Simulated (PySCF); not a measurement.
ZnPh2, C12H10Zn (singlet state).
Cartesian coordinates in Å at the PBE0-D3(BJ)/def2-SVP level; atoms count from 1:
```
atom  x, y, z in Å
Zn1    0.001   -0.021   -0.001
C2     0.014   -0.034    1.936
C3    -0.056   -1.233    2.667
C4    -0.052   -1.240    4.062
C5     0.024   -0.039    4.765
C6     0.095    1.165    4.066
C7     0.088    1.162    2.671
H8    -0.115   -2.194    2.146
H9    -0.108   -2.188    4.603
H10    0.028   -0.041    5.858
H11    0.154    2.111    4.611
H12    0.144    2.126    2.153
C13   -0.016    0.008   -1.939
C14   -1.217   -0.104   -2.661
C15   -1.235   -0.080   -4.056
C16   -0.044    0.059   -4.767
C17    1.161    0.173   -4.075
C18    1.170    0.146   -2.681
H19   -2.170   -0.214   -2.134
H20   -2.185   -0.169   -4.592
H21   -0.055    0.079   -5.860
H22    2.099    0.282   -4.626
H23    2.134    0.237   -2.169
```

Computed with TDDFT B3LYP/def2-SVPD, vertical, gas phase, core orbitals frozen in the response in PySCF 2.14.0, density-fitted response routines.

Kohn–Sham orbitals with the atoms that hold most of them (Löwdin shares over 4%, at most four atoms; ? is withheld):

| orbital | ε (eV) | atoms |
| --- | --- | --- |
| HOMO-3 | -7.00 | C14 14%, C17 13%, C7 11%, C4 11% |
| HOMO-2 | -7.00 | C13 12%, C2 11%, C16 11%, C5 11% |
| HOMO-1 | -7.00 | C6 12%, C3 12%, C4 11%, C7 11% |
| HOMO | -6.97 | ? |
| LUMO | -1.02 | ? |
| LUMO+1 | -0.94 | Zn1 31%, C2 10%, C13 10%, C5 6% |
| LUMO+2 | -0.41 | C17 9%, C14 9%, C15 9%, C18 9% |

**Question.** Which atoms hold the HOMO, and with what shares?

**Answer.** C2 (bonded to 2 C and Zn) 13%; C13 (bonded to 2 C and Zn) 13%; C5 (bonded to 2 C and H) 12%; C16 (bonded to 2 C and H) 12%.

**Question.** Which atoms hold the LUMO, and with what shares?

**Answer.** Zn1 (bonded to 2 C) 30%; C13 (bonded to 2 C and Zn) 10%; C2 (bonded to 2 C and Zn) 10%; C16 (bonded to 2 C and H) 7%. By element: zinc 30%, carbon 27% or more.

Within 0.005 eV of a neighbour in this list lie HOMO-3/HOMO-2/HOMO-1.

**Question.** The HOMO–LUMO gap is 5.94 eV. Where does the response calculation put the lowest singlet, and from which orbitals?

**Answer.** S1 is at 5.12 eV (f = 0.0031), 0.82 eV below the gap, made of HOMO-1→LUMO (44%), HOMO-3→LUMO+1 (21%), HOMO→LUMO+2 (15%). Its leading pair isn't HOMO and LUMO; the energies of that pair differ by 5.98 eV. 

For S1 the Löwdin share of zinc is at most 12% in HOMO-1 and 30% in LUMO.

Next come S2 at 5.12 eV (f 0.0020), HOMO-3→LUMO (39%), HOMO-1→LUMO+1 (25%), HOMO→LUMO+3 (14%); S3 at 5.17 eV (f 0.0043), HOMO-4→LUMO (98%); S4 at 5.24 eV (f 0.0057), HOMO-4→LUMO+1 (98%); S5 at 5.32 eV (f 0.046), HOMO→LUMO (71%), HOMO-2→LUMO+1 (23%).
